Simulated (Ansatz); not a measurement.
Geometry optimisation, UKS r2SCANh-D4/def2-SVP (Ansatz).

The input (input.yaml):

```yaml
crystal:
  periodic: [false, false, false]
  atoms:
    - { symbol: Sn, position_ang: [0.019362, -0.047794, 0.055126] }
    - { symbol: H, position_ang: [-0.092609, 0.065159, 1.77865] }
    - { symbol: O, position_ang: [1.902531, -0.187756, -0.473943] }
    - { symbol: H, position_ang: [2.034015, -0.675214, -1.298412] }
    - { symbol: Cl, position_ang: [-0.948409, 1.813368, -0.98741] }
    - { symbol: Cl, position_ang: [-1.076304, -1.934704, -0.793675] }
    - { symbol: H, position_ang: [-0.095884, 0.014842, 3.632664] }
magnetization:
  spin_polarized: true
  initial_magnetization: 1
basis:
  gaussian: { orbitals: def2-SVP }
hamiltonian:
  xc: r2scanh
  dispersion: d4
relax:
  f_tol: 0.03
  max_steps: 50
```

Command:

```bash
$ ansatz run input.yaml --threads 4 --pin off --max-ram 5120MiB --backend cpu --events-out ev --progress --plain --runs-dir out
```

Problem. Where does it end, and by what steps?

Solution. It converged. The force dipped under the threshold on the way, but the program's further checks kept it going. After 20 steps the energy has fallen by 1.503 eV; H2 moved furthest, 1.25 Å. Parted: Sn1–H2 (1.73 → 3.35 Å). Joined: H2–H7 (1.85 → 0.76 Å).

```tsv
step	energy less start (eV)	largest force component (eV/Å)	accepted
0	0.0000	0.225	yes
1	-0.0088	0.668	yes
2	-0.0484	0.507	yes
3	-0.1498	1.051	yes
4	-0.4463	2.376	yes
5	-0.8285	2.375	yes
6	-1.2260	0.426	yes
7	-1.3218	0.647	yes
8	-1.2594	3.595	no
9	-1.3789	0.303	yes
10	-1.4100	0.237	yes
11	-1.4551	0.262	yes
12	-1.4661	0.166	yes
13	-1.3752	2.680	no
14	-1.4864	0.090	yes
15	-1.4960	0.148	yes
16	-1.4650	1.676	no
17	-1.5011	0.134	yes
18	-1.5029	0.015	yes
19	-1.5022	0.204	no
20	-1.5031	0.016	yes
```

```xyz
7
Properties=species:S:1:pos:R:3
Sn -0.027 -0.087 -0.314
H -0.102 0.075 3.029
O 1.834 -0.044 -1.013
H 2.208 -0.933 -1.088
Cl -0.999 1.884 -1.179
Cl -1.082 -1.971 -1.305
H -0.089 0.125 3.784
```

Whether the end is a true minimum wasn't checked by a vibrational analysis.

The run took 33 s on 4 threads of AMD EPYC 9R45 96-Core Processor (Zen 5) (shared host), peak memory 0.38 GiB.
